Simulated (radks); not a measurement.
The numbers below are computed, except where a source is named.
The silver ion Ag30+, 17 electrons, occupied as [Ne] 3s2 3p5. Code: a radial shooting solver on a logarithmic mesh with Libxc functionals. Model: Dirac Kohn-Sham, BLYP, spin-unpolarised, spherical densities, finite nucleus; open shells fill j = l - 1/2 first; Fermi nuclear charge, rms radius 4.5454 fm.

Normalised radial functions P(r) = r R(r) (large component), r in bohr:

r           3p1/2
0.002309   0.0159
0.003205   0.0256
0.004449   0.0421
0.006176   0.0699
0.008573   0.1164
0.0119     0.1926
0.01652    0.3127
0.02312    0.4955
0.03209    0.7333
0.04455    0.9925
0.06185    1.1638
0.08585    1.0513
0.1192     0.4514
0.1654    -0.6144
0.2297    -1.6598
0.3188    -1.9433
0.4426    -1.2914
0.6193    -0.4412
0.8597    -0.0688

3p1/2: eigenvalue -1827.3 eV, 1 radial node at r = 0.139 bohr, <r> = 0.318 bohr, 90 % of the charge inside 0.472 bohr.
